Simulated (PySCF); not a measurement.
SMILES Fc1cccc(F)c1-c1c(F)c(F)c(F)c(F)c1F (C₁₂H₃F₇) at its GFN2-xTB optimised geometry (Å):

```
22

F     -1.8897    -0.4656     0.0003
C     -1.2521     0.7159     0.0000
C     -1.9867     1.8868    -0.0006
C     -1.3188     3.0992    -0.0013
C      0.0647     3.1413    -0.0006
C      0.7723     1.9539     0.0000
F      2.1145     1.9831     0.0001
C      0.1387     0.7159     0.0000
C      0.9115    -0.5489    -0.0030
C      1.2876    -1.1580     1.1893
F      0.9460    -0.5916     2.3482
C      2.0122    -2.3455     1.1956
F      2.3639    -2.9154     2.3478
C      2.3698    -2.9390    -0.0119
F      3.0632    -4.0756    -0.0160
C      2.0019    -2.3430    -1.2150
F      2.3438    -2.9101    -2.3716
C      1.2774    -1.1556    -1.1998
F      0.9261    -0.5865    -2.3544
H     -3.0632     1.8342    -0.0010
H     -1.8813     4.0191    -0.0026
H      0.6020     4.0756    -0.0012
```

Level of theory: CAM-B3LYP/def2-SVP (PySCF). Cells within 0.4 Å of a nucleus heavier than hydrogen are left out (blank, or x).

Map of the log10 of the electron density (e/bohr³), floored at −4 on the plane z = 0.0 Å:

```
|00000000000000000000000000000|
|00000000000000000000000000000|
|00000000011100111000000000000|
|00000000233322343210000000000|
|00000001356544565420000000000|
|00000002468766787531000000000|
|00000002478877887532000000000|
|00000013468x88x87544310000000|
|00000234578x88x87677530000000|
|0000135678887789x89x752000000|
|000013588xx8667xx8xx852000000|
|00001357788877888788641000000|
|00000235568xx8xx7655420000000|
|00000023568x88x87654310000000|
|00000013689877788764310000000|
|0000001469x96578x865310000000|
|0000000368986568x865321000000|
|00000002456644567754432100000|
|00000000133323455566653200000|
|00000000000001334678764200000|
|0000000000000013468x864300000|
|0000000000000013468x876410000|
|00000000000000023568997520000|
|00000000000000012357xx8520000|
|00000000000000001246886410000|
|00000000000000000024554200000|
|00000000000000000002321000000|
|00000000000000000000000000000|
|00000000000000000000000000000|
```
Scale: ten equal steps from -4.00 (start of '0') to -0.078 (end of '9'), in the order '0123456789'; x runs from -6.50 to 6.50, y from -6.50 (bottom) to 6.50 (top).
